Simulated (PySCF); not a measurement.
## Calculated data, Al2H2O2, Cl2FHSi, CH5AlSi

Calculation on a computer-drawn molecule: optimised geometry and harmonic frequencies of an isolated molecule of the commonest isotopes, restricted reference for singlets and unrestricted otherwise, frozen core in MP2. Program: PySCF 2.14.0.

Common to all runs: charge 0; multiplicity 1; method HF; basis cc-pV(D+d)Z.

(1) Al2H2O2

Start structure:
```xyz
6
Al2H2O2
O     -0.3189     2.2385     2.3997
Al    -0.5937     1.2533     1.2265
Al    -0.9867    -0.3146    -0.7784
O     -1.3741    -1.9415    -0.5802
H     -0.8768     0.2176    -2.2638
H     -1.5601    -2.8486    -0.4317
```

It finds rotational constants 20.26, 1.617, 1.498 GHz; total energy -634.7695 hartree; convergence status largest gradient component 1.559e-05 hartree/bohr.

Drawn bonds:
```tsv
atom	other atom	order
1	2	2
2	3	1
3	4	1
3	5	1
4	6	1
```

Optimised structure:
```xyz
6
Al2H2O2
O     -0.3778     2.0171     2.4644
Al    -0.6062     1.1440     1.1731
Al    -0.9903    -0.3302    -0.9395
O     -1.3677    -1.9513    -0.7385
H     -0.8827     0.2397    -2.3942
H     -1.4856    -2.5146     0.0067
```

Modes:
```tsv
frequency (cm⁻¹)	reduced mass (dalton)
105.4	7.727
147.3	9.707
208.8	10.56
325.2	9.467
373.6	1.362
493.6	1.129
523.7	1.21
693.8	1.122
902.9	7.235
1197	19.05
2044	1.044
4240	1.069
```

(2) Cl2FHSi

Start structure:
```xyz
5
Cl2FHSi
F     -0.0258    -1.4907    -0.0026
Si     0.2472    -0.4872    -1.1945
Cl    -1.4481     0.4767    -1.4469
Cl     0.8541    -1.5346    -2.7984
H      1.2480     0.3942    -0.6639
```

Results for Cl2FHSi: rotational constants 4.819, 2.444, 1.755 GHz; total energy -1308.1400 hartree; convergence status largest gradient component 3.305e-05 hartree/bohr.

Drawn bonds:
```tsv
atom	other atom	order
1	2	1
2	3	1
2	4	1
2	5	1
```

Optimised structure:
```xyz
5
Cl2FHSi
F     -0.0259    -1.5586     0.0206
Si     0.2498    -0.4966    -1.1364
Cl    -1.4815     0.5035    -1.4974
Cl     0.8439    -1.5118    -2.7930
H      1.2890     0.4220    -0.7001
```

Modes:
```tsv
frequency (cm⁻¹)	reduced mass (dalton)
192.8	23.48
255.5	17.25
317.8	19.17
551.6	16.36
635.4	12.78
879.2	1.102
882	1.254
947.6	5.871
2452	1.043
```

(3) CH5AlSi

Start structure:
```xyz
8
CH5AlSi
Al    -1.2244     0.2420     0.4715
C      0.6082    -0.2227     0.7897
Si     1.5982    -1.6094     0.3459
H     -2.4408    -0.0663     1.3949
H     -1.8051     1.1375    -0.7221
H      1.1259     0.4097     1.3961
H      3.0132    -1.8986     0.5839
H      1.0759    -2.6936    -0.5522
```

The calculation gives: rotational constants 29.74, 3.125, 2.828 GHz; total energy -571.5764 hartree; convergence status largest gradient component 1.803e-05 hartree/bohr.

Drawn bonds:
```tsv
atom	other atom	order
1	2	1
2	3	2
1	4	1
1	5	1
2	6	1
3	7	1
3	8	1
```

Optimised structure:
```xyz
8
CH5AlSi
Al    -1.2003     0.1801     0.5061
C      0.5540    -0.3566     1.0708
Si     1.5198    -1.4297     0.1710
H     -2.0755     1.1809     1.3659
H     -1.7769    -0.3972    -0.8533
H      0.9788     0.0219     1.9995
H      2.8729    -1.8797     0.5501
H      1.0783    -2.0212    -1.1024
```

Modes:
```tsv
frequency (cm⁻¹)	reduced mass (dalton)
165.2	2.98
169.4	1.354
319	1.094
506.8	1.175
574.4	2.121
643	1.243
656.4	1.159
776.9	1.829
835.3	1.087
846.9	1.078
990.6	1.347
1046	1.076
1177	4.266
1963	1.054
1977	1.029
2348	1.04
2371	1.044
3290	1.086
```
